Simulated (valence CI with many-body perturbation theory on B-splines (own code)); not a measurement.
Hf66+: electric-dipole lines

Computed by relativistic CI+MBPT: four valence electrons over a frozen Dirac-Fock core [He], a basis of 11 s, 11 p, 9 d, 7 f, 5 g, 2 h, 1 i functions for each j, with the one-electron correlation potential Σ1, the two-electron term Σ2, the three-electron term Σ3, Breit, model QED; selected CI, second order for the rest (own B-spline code, finite nucleus).

No measured spectrum was set against this ion. As an estimate, large intervals hold to a few tenths of a per cent, small ones and those within an open d or f shell to about a per cent. Among the levels kept, up to 290 cm⁻¹ of a level comes from second order outside the variational space, and about a tenth of that is noise between levels of different J, which matters for small intervals.

Lines 1 to 50 of 249 in falling wavelength, among levels below 879.35 Ry, chosen from the strongest by gf and those to the six lowest levels. Wavelengths and rates use the calculated energies. Electric multipoles are in the length gauge, E1 and E2 with the static RPA response of the core. Weak lines are less certain than strong ones. Lines between different terms over intervals too small for the method are left out, as are lines whose strength nearly cancels. The highest levels of a list are the least certain.

Levels are named by their leading jj configuration (3d3/2^4 stands for four electrons in 3d with j = 3/2), which in mixed levels can hold well under half, so a name can repeat and another be missing. Letters in brackets count levels of one name in rising energy.

```tsv
λ vac (nm)	Upper	Lower	A (s⁻¹)	log gf	Branch %
7.298	(2s 2p1/2 2p3/2 3d5/2) J=5	(2s 2p1/2 2p3/2 3p3/2) J=4	4.73e+10	-0.38	37.8
7.252	(2s 2p1/2^2 3d5/2) J=3	(2s 2p1/2^2 3p3/2) J=2	4.82e+10	-0.57	0.0
7.211	(2s 2p1/2 2p3/2 3d5/2) J=4 [a]	(2s 2p1/2 2p3/2 3p3/2) J=3 [a]	4.36e+10	-0.51	0.1
7.158	(2s^2 2p3/2 3d5/2) J=3	(2s^2 2p3/2 3p3/2) J=2	3.37e+10	-0.74	0.0
7.156	(2s^2 2p3/2 3d5/2) J=4	(2s^2 2p3/2 3p3/2) J=3	3.86e+10	-0.57	14.6
7.136	(2s 2p1/2 2p3/2 3d5/2) J=4 [b]	(2s 2p1/2 2p3/2 3p3/2) J=3 [b]	3.96e+10	-0.57	0.0
7.078	(2s 2p1/2 2p3/2 3d5/2) J=3 [a]	(2s 2p1/2 2p3/2 3p3/2) J=2 [a]	3.85e+10	-0.69	0.0
6.924	(2s^2 2p1/2 3d5/2) J=3	(2s^2 2p1/2 3p3/2) J=2	5.10e+10	-0.59	0.0
6.765	(2s 2p1/2^2 3d5/2) J=2	(2s 2p1/2^2 3p3/2) J=1	5.28e+10	-0.74	0.0
5.624	(2s 2p1/2 2p3/2^2) J=2 [a]	(2s^2 2p3/2^2) J=2	2.22e+09	-2.28	0.1
4.691	(2s 2p1/2 2p3/2^2) J=3	(2s^2 2p3/2^2) J=2	1.49e+10	-1.46	0.7
4.580	(2s 2p1/2^2 2p3/2) J=2	(2s^2 2p1/2 2p3/2) J=2	1.30e+10	-1.69	42.2
4.292	(2s 2p1/2^2 2p3/2) J=2	(2s^2 2p1/2 2p3/2) J=1	1.78e+10	-1.61	57.8
3.581	(2s 2p1/2 2p3/2^2) J=1 [a]	(2s^2 2p3/2^2) J=2	2.81e+10	-1.79	0.2
3.487	(2s 2p1/2 2p3/2^2) J=2 [b]	(2s^2 2p3/2^2) J=2	2.42e+10	-1.66	0.2
3.485	(2s 2p1/2^2 2p3/2) J=1	(2s^2 2p1/2 2p3/2) J=2	5.13e+10	-1.55	0.5
3.316	(2s 2p1/2^2 2p3/2) J=1	(2s^2 2p1/2 2p3/2) J=1	1.15e+10	-2.25	0.1
2.920	(2s 2p1/2 2p3/2 3d3/2) J=3 [b]	(2s 2p1/2 2p3/2 3p1/2) J=2 [b]	2.76e+11	-0.61	0.0
2.887	(2s 2p1/2 2p3/2 3d3/2) J=2 [d]	(2s 2p1/2 2p3/2 3p1/2) J=1 [c]	3.83e+11	-0.62	0.0
2.862	(2s 2p1/2 2p3/2 3d3/2) J=2 [b]	(2s 2p1/2 2p3/2 3p1/2) J=2 [b]	4.37e+11	-0.57	0.0
2.803	(2s 2p1/2 2p3/2 3d3/2) J=2 [a]	(2s 2p1/2 2p3/2 3p1/2) J=2 [a]	3.25e+11	-0.72	0.1
2.803	(2s 2p1/2 2p3/2 3d3/2) J=1 [b]	(2s 2p1/2 2p3/2 3p1/2) J=2 [b]	6.31e+11	-0.65	0.0
2.799	(2s^2 2p3/2 3d3/2) J=2	(2s^2 2p3/2 3p1/2) J=2	3.11e+11	-0.74	0.0
2.791	(2s 2p1/2 2p3/2 3d3/2) J=2 [c]	(2s 2p1/2 2p3/2 3p1/2) J=1 [b]	3.27e+11	-0.72	0.1
2.790	(2s 2p1/2 2p3/2 3p3/2) J=1 [a]	(2s 2p1/2 2p3/2 3s) J=1 [a]	7.64e+11	-0.57	0.2
2.786	(2s^2 2p3/2 3d3/2) J=2	(2s^2 2p3/2 3p1/2) J=1	3.27e+11	-0.72	0.0
2.784	(2s 2p1/2^2 3p3/2) J=1	(2s 2p1/2^2 3s) J=0	6.50e+11	-0.64	0.1
2.779	(2s 2p1/2^2 3d3/2) J=1	(2s 2p1/2^2 3p1/2) J=0	4.45e+11	-0.81	0.2
2.749	(2s 2p1/2 2p3/2 3d3/2) J=3 [c]	(2s 2p1/2 2p3/2 3p1/2) J=2 [c]	6.57e+11	-0.28	0.5
2.748	(2s^2 2p3/2 3d3/2) J=3	(2s^2 2p3/2 3p1/2) J=2	6.70e+11	-0.28	0.1
2.746	(2s^2 2p3/2 3p3/2) J=1	(2s^2 2p3/2 3s) J=1	8.26e+11	-0.55	5.9
2.742	(2s 2p1/2 2p3/2 3d3/2) J=3 [a]	(2s 2p1/2 2p3/2 3p1/2) J=2 [a]	6.06e+11	-0.32	0.1
2.742	(2s 2p1/2 2p3/2 3p3/2) J=2 [b]	(2s 2p1/2 2p3/2 3s) J=2 [b]	6.76e+11	-0.42	0.3
2.738	(2s 2p1/2^2 3d3/2) J=2	(2s 2p1/2^2 3p1/2) J=1	6.52e+11	-0.44	0.3
2.738	(2s^2 2p1/2 3d3/2) J=2	(2s^2 2p1/2 3p1/2) J=1	6.68e+11	-0.43	0.3
2.737	(2s 2p1/2 2p3/2 3d3/2) J=2 [a]	(2s 2p1/2 2p3/2 3p1/2) J=1 [a]	3.37e+11	-0.72	0.1
2.734	(2s 2p1/2 2p3/2 3d3/2) J=4	(2s 2p1/2 2p3/2 3p1/2) J=3	6.45e+11	-0.19	3.4
2.728	(2s 2p1/2 2p3/2 3p3/2) J=3 [c]	(2s 2p1/2 2p3/2 3s) J=2 [c]	8.87e+11	-0.16	0.4
2.723	(2s 2p1/2 2p3/2 3p3/2) J=2 [c]	(2s 2p1/2 2p3/2 3s) J=1 [c]	8.87e+11	-0.31	0.3
2.720	(2s 2p1/2 2p3/2 3d3/2) J=1 [a]	(2s 2p1/2 2p3/2 3p1/2) J=1 [a]	5.86e+11	-0.71	0.2
2.713	(2s^2 2p3/2 3d3/2) J=1	(2s^2 2p3/2 3p1/2) J=1	5.70e+11	-0.72	0.0
2.698	(2s^2 2p3/2 3p3/2) J=3	(2s^2 2p3/2 3s) J=2	1.08e+12	-0.08	11.2
2.695	(2s 2p1/2 2p3/2 3p3/2) J=2 [a]	(2s 2p1/2 2p3/2 3s) J=1 [a]	4.80e+11	-0.58	0.2
2.694	(2s 2p1/2 2p3/2 3p3/2) J=3 [a]	(2s 2p1/2 2p3/2 3s) J=2 [a]	1.04e+12	-0.10	0.9
2.684	(2s 2p1/2 2p3/2 3d3/2) J=3 [b]	(2s 2p1/2 2p3/2 3p1/2) J=3	3.57e+11	-0.57	0.0
2.676	(2s 2p1/2 2p3/2 3p3/2) J=3 [b]	(2s 2p1/2 2p3/2 3s) J=2 [b]	4.07e+11	-0.51	0.1
2.676	(2s 2p1/2 2p3/2 3p3/2) J=4	(2s 2p1/2 2p3/2 3s) J=3	9.88e+11	-0.02	30.2
2.652	(2s 2p1/2 2p3/2 3p3/2) J=1 [b]	(2s 2p1/2 2p3/2 3s) J=2 [b]	9.94e+11	-0.50	0.2
2.634	(2s 2p1/2 2p3/2 3p3/2) J=2 [d]	(2s 2p1/2 2p3/2 3s) J=2 [c]	4.68e+11	-0.61	0.2
2.632	(2s^2 2p1/2 3p3/2) J=2	(2s^2 2p1/2 3s) J=1	1.14e+12	-0.23	24.9
```

(1) How does gf follow from A for the line at 2.748 nm?

Results:

(1) gf = 1.4992 × (2J+1)_upper × A / σ², with σ = 3638974 cm⁻¹ and 2J+1 = 7: gf = 0.531.
